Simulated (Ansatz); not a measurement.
Cartesian coordinates (Å):
SMILES: C#CN(C)C
```xyz
12

C      2.4343    -0.0390    -0.5955
C      1.2213     0.0000    -0.5088
N     -0.1177     0.0463    -0.4388
C     -0.8032    -1.2095    -0.1405
C     -0.7019     1.2352     0.1787
H      3.4955    -0.0667    -0.7198
H     -0.7401    -1.4768     0.9319
H     -1.8627    -1.1142    -0.4185
H     -0.3529    -2.0155    -0.7316
H     -0.6287     1.2127     1.2830
H     -0.1813     2.1264    -0.1909
H     -1.7626     1.3009    -0.1032
```
Charge 0, multiplicity 1.

These are Ansatz (a quantum-chemistry and plane-wave program) with frozen-core CCSD(T)/cc-pVTZ // PBE-D3(BJ)/def2-TZVP values and carry that method's errors.

```
Property                       Result
----------------------  -------------
HF energy               -209.97858 Ha
MP2 correlation energy    -0.86579 Ha
```

Task: Estimate the CCSD correlation energy, the (T) correction, the total energy and the T1 diagnostic.

Result: 
- CCSD correlation energy = -0.89939 Ha
- (T) correction = -0.04117 Ha
- CCSD(T) total energy = -210.91914 Ha
- T1 diagnostic = 0.012
